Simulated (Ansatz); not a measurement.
`[SiH3]/N=C\[SeH]` → `C1N[SiH2][Se]1`  (isomerisation)

Computed with Ansatz on PBE0-D4/def2-TZVP structures; ΔE is electronic, products minus reactants. CCSD(T)/CBS adds triple-zeta CCSD(T) − MP2 to the extrapolated MP2 energy (def2 sets, frozen cores). Functionals use def2-TZVPP. For Se outer-core shells are correlated without core-valence functions, which leaves a few kJ/mol of doubt a bond. Scalar relativity is left out up to krypton. Each species was taken in one conformer, which may not be the lowest.

| level | ΔE (kcal/mol) |
| --- | --- |
| ωB97M-V | -24.7 |
| MP2/def2-TZVPP | -25.3 |

**Question.** What does CCSD(T)/CBS give? (Best estimate.)

**Answer.** Ansatz gave: -24.5 kcal/mol. The listed levels differ from it by -0.2, -0.8 kcal/mol.

Largest T1 diagnostic among the species: 0.013.

In def2-TZVPP, CCSD(T) changes the Hartree–Fock value by −1.2 kcal/mol (the triples alone add +1.0 kcal/mol) and MP2 by −4.0 kcal/mol. From PBE to PBE0 (25 % exact exchange), in def2-TZVPP and without D4, ΔE moves by −5.1 kcal/mol.
